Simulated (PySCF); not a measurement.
A structure optimised at PBE-D3(BJ)/def2-SVP, used in a PySCF frequency run:

```xyz
10

F     -1.6228     0.0000     1.1310
C     -0.6757     0.0000     0.1966
C      0.6757     0.0000     0.1966
F      1.6228     0.0000     1.1310
C      0.7878     0.0000    -1.3069
C     -0.7878     0.0000    -1.3069
H      1.2430     0.9061    -1.7587
H      1.2430    -0.9061    -1.7587
H     -1.2430    -0.9061    -1.7587
H     -1.2430     0.9061    -1.7587
```
Charge 0, spin multiplicity 1.

Task: Write its SMILES, formula and point group.

Result: FC1=C(F)CC1, C4H4F2, C2v

Task: What are its rotational constants (standard atomic weights)?

Result: 4.7945, 3.7305, 2.1573 GHz
